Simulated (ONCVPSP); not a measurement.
**Potentials for sulfur (S) compared**

Generated with ld1.x 7.5 (TM, RRKJ, ultrasoft, PAW), atompaw 4.2 or ONCVPSP 4.0.1. The cutoff is in Ry: for ld1.x and atompaw files where the sum of valence levels is converged to 10 mRy in a Bessel basis, for ONCV files where the hardest occupied wave has 1 mHa per electron of residual kinetic energy. The error is the largest all-electron minus pseudo excitation energy over each file’s own four to seven test configurations (ionisations up to +4, promotions, holes and added fractions of an electron), all of which were solved. The labels leave out finer settings (local radius, basis sizes, second energies), which also bear on the numbers. Spin-polarised tests are not counted. The rows are a selection from randomly drawn settings: files with unsolved tests, undetermined cutoffs or missed reference levels are left out.

A true bound ghost makes a file unfit for plane-wave use even where its test errors are small: the radial tests pick states by their node count and pass the ghost by.

```csv
potential,cutoff (Ry),largest error (meV),bound ghosts
"ONCV, PBEsol, scalar-relativistic, rc 1.40/1.70 (sp), local s, core correction yes, reference 3s2 3p4, qcut 3.7/4.1, projectors 0/1",78,+55,none
"ONCV, PBEsol, non-relativistic, rc 1.40/1.15/1.50 (spd), local smoothed, core correction yes, reference 3s2 3p4, qcut 5.8/8.3/6.4, projectors 3/1/2",45,+59,none
"ONCV, LDA (Perdew-Wang 92), scalar-relativistic, rc 0.80/0.90/0.80 (spd), local d, core correction yes, reference 2s2 2p6 3s1.5 3p4.5, qcut 12.2/13.4/11.6, projectors 3/2/0",281,+5.4,none
"ONCV, PBE, scalar-relativistic, rc 0.95/0.70/0.85 (spd), local smoothed, core correction yes, reference 2s2 2p6 3s2 3p4, qcut 14.4/17.3/10.5, projectors 2/2/1",273,+11,none
"ONCV, PBE, scalar-relativistic, rc 1.35/1.30/1.05 (spd), local smoothed, core correction yes, reference 3s2 3p3.5, qcut 3.8/7.2/7.7, projectors 2/2/3",110,+6.4,d
"ONCV, PBE, fully relativistic, rc 1.50/1.40/1.25 (spd), local smoothed, core correction no, reference 3s2 3p3.75, qcut 5/4.7/6.7, projectors 2/1/2",23,+16,none
```

Question: Fill in the row for S: ONCV, PBE, scalar-relativistic, rc 0.85/0.70/0.65 (spd), local smoothed, core correction no, reference 2s2 2p6 3s2 3p4, qcut 14.8/16/12.6, projectors 2/2/2.

Answer: cutoff 242 Ry, largest error +12 meV, bound ghosts: none.

Question: Fill in the row for S: ONCV, PBE, scalar-relativistic, rc 1.40/1.40/1.65 (spd), local p, core correction yes, reference 3s2 3p1, qcut 4.6/5.5/5.6, projectors 1/0/2.

Answer: cutoff 41 Ry, largest error +82 meV, bound ghosts: none.
